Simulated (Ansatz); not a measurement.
Molecule: ZrH₂ (charge 0, triplet). The spin state was set by rule; other spins were not relaxed. 
Geometry from a B3LYP-D3(BJ)/def2-TZVP (Ansatz, a program for electronic structure) optimisation:
SMILES: [ZrH2]
```xyz
3

Zr     0.0309     0.0071     0.0318
H     -0.3599    -1.7271    -0.5339
H     -0.8769     1.4439    -0.7373
```
Charge 0, spin multiplicity 3.

Quantity: vertical ionisation energy (to the doublet state of charge +1; each state is the SCF solution reached for its spin), in eV. Cores are frozen in the correlated levels unless marked. UHF or UKS for open shells. No spin-orbit coupling. Frozen are the shells of the preceding noble gas and the d and f shells that filled before the atom's block. In def2 rows, elements after Kr have scalar-relativistic effective core potentials. CBS(X,Y): correlation extrapolated as X^-3; Hartree-Fock from the larger set. The bracket is a focal-point correction in the basis named.

```tsv
level	program	vertical ionisation energy (eV)
HF/def2-SVPD	Ansatz	6.53
SVWN5/def2-TZVPD	Ansatz	7.19
PBE/def2-TZVPD	Ansatz	7.09
r2SCAN/def2-TZVPD	Ansatz	7.16
B3LYP/def2-TZVPD	Ansatz	7.12
PBE0/def2-TZVPD	Ansatz	7.08
CAM-B3LYP/def2-TZVPD	Ansatz	7.09
B2PLYP/def2-TZVPD	Ansatz	6.91
MP2/def2-SVPD	Ansatz	6.72
MP2/def2-TZVPPD	Ansatz	6.79
MP2/def2-QZVPPD	Ansatz	6.79
MP2/CBS(def2-TZVPPD,def2-QZVPPD)	Ansatz	6.80
RI-MP2/CBS(def2-TZVPPD,def2-QZVPPD)	Ansatz	6.80
SCS-MP2/def2-SVPD	Ansatz	6.62
SCS-MP2/def2-TZVPPD	Ansatz	6.66
CCSD/def2-QZVPPD	Ansatz	6.81
CCSD(T)/def2-TZVPPD	Ansatz	6.82
CCSD(T)/def2-QZVPPD	Ansatz	6.82
RI-MP2/CBS(def2-TZVPPD,def2-QZVPPD)+[CCSD(T)-MP2]/def2-SVPD	Ansatz	6.82
RI-MP2/CBS(def2-TZVPPD,def2-QZVPPD)+[CCSD(T)-MP2]/def2-QZVPPD	Ansatz	6.83
CCSD(T)/CBS(def2-TZVPPD,def2-QZVPPD)	Ansatz	6.83
```
